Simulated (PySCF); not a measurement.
Ionisation energy of Ti²⁺ by level of theory

Ti²⁺ [Ar] 3d2 (3F) → Ti³⁺ [Ar] 3d1 (2D), as a difference of total energies. All numbers are calculated (PySCF 2.14, the spin-free X2C one-electron Hamiltonian (Gaussian nucleus), in x2c-TZVPPall (6s5p4d2f1g, 64 functions)). Correlated levels: valence: [Ar] frozen; valence and next inner shell: [Ne] frozen. The calculations carry no spin-orbit coupling.

| method | ionisation energy (eV) | error (eV) |
| --- | --- | --- |
| UHF | 26.588 | -0.904 |
| LDA | 28.003 | +0.511 |
| PBE | 27.926 | +0.434 |
| PBE0 | 27.812 | +0.320 |
| r2SCAN | 27.899 | +0.407 |
| TPSSh | 27.871 | +0.379 |
| BHandHLYP | 27.682 | +0.190 |
| PBEsol | 27.839 | +0.347 |
| M06 | 27.277 | -0.215 |
| MP2 (valence) | 26.705 | -0.787 |
| SCS-MP2 (valence) | 26.627 | -0.865 |
| MP2 (valence and next inner shell) | 27.116 | -0.376 |
| SCS-MP2 (valence and next inner shell) | 27.026 | -0.466 |

Reference: 27.492 eV (measured; NIST Atomic Spectra Database, ionization energies).

Errors of the correlated levels include the incompleteness of this basis and the frozen core.
